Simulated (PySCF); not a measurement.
Circular dichroism: `[Si@H]1(CC)C[C@@H](Cl)CO1`, C$_{5}$H$_{11}$ClOSi

Cartesian coordinates in Å; atom numbers follow the order of the lines, from 1:
```xyz
19

C     2.796   -0.626    0.358
C     1.645    0.173    0.955
Si    0.315    0.604   -0.321
C    -0.952   -0.767   -0.745
C    -2.119   -0.370    0.140
Cl   -1.860   -1.039    1.777
C    -2.118    1.153    0.239
O    -0.804    1.616    0.328
H     2.439   -1.562   -0.065
H     3.280   -0.062   -0.435
H     3.541   -0.857    1.117
H     1.210   -0.388    1.784
H     2.036    1.098    1.380
H     0.834    1.207   -1.551
H    -1.263   -0.703   -1.788
H    -0.648   -1.792   -0.556
H    -3.087   -0.749   -0.193
H    -2.587    1.567   -0.663
H    -2.669    1.506    1.114
```

Computed, not measured: TDDFT wB97X-D/def2-SVPD circular dichroism and optical rotation, one conformer, gas phase (PySCF 2.14.0). Geometry: GFN2-xTB.

The molecule is flexible and this is one conformer; a measurement averages over conformers.

Question: What are the CIP labels of the stereocentres?

Answer: Si3 S, C5 S.

Question: Which excitations and rotatory strengths does the calculation give?

Answer: Rotatory strengths R in 10⁻⁴⁰ esu² cm², velocity form and length form (origin at the centre of mass); f in length form.
| state | E (eV) | λ (nm) | f | R (velocity) | R (length) | main |
| --- | --- | --- | --- | --- | --- | --- |
| 1 | 7.39 | 168 | 0.004 | -13.5 | -13.2 | HOMO→LUMO+1 0.37, HOMO→LUMO 0.31 |
| 2 | 7.42 | 167 | 0.004 | -1.2 | -1.5 | HOMO→LUMO+2 0.33, HOMO−2→LUMO+2 0.24 |
| 3 | 7.47 | 166 | 0.002 | -1.9 | -1.4 | HOMO−1→LUMO+2 0.39, HOMO−2→LUMO+2 0.27 |
| 4 | 7.92 | 157 | 0.023 | -39.7 | -37.4 | HOMO→LUMO 0.36, HOMO→LUMO+1 0.14 |
| 5 | 8.04 | 154 | 0.034 | +74.9 | +71.0 | HOMO→LUMO+3 0.18, HOMO−1→LUMO+1 0.14 |
| 6 | 8.17 | 152 | 0.001 | -5.5 | -3.6 | HOMO→LUMO+1 0.23, HOMO→LUMO+3 0.17 |
| 7 | 8.23 | 151 | 0.038 | +70.1 | +69.4 | HOMO→LUMO+3 0.28, HOMO→LUMO+2 0.24 |
| 8 | 8.36 | 148 | 0.038 | +15.2 | +15.3 | HOMO−1→LUMO 0.41, HOMO−1→LUMO+1 0.20 |

Among the states computed, the strongest CD band (largest |R|) is state 5. The largest dissymmetry factor in size, g = 4R/(D+G), with D and G the electric and magnetic dipole strengths, is -0.078 for state 6 (velocity form, f = 0.0009), among bands with |R| over 0.5. The mirror image has the same energies and oscillator strengths and all R with the opposite sign.
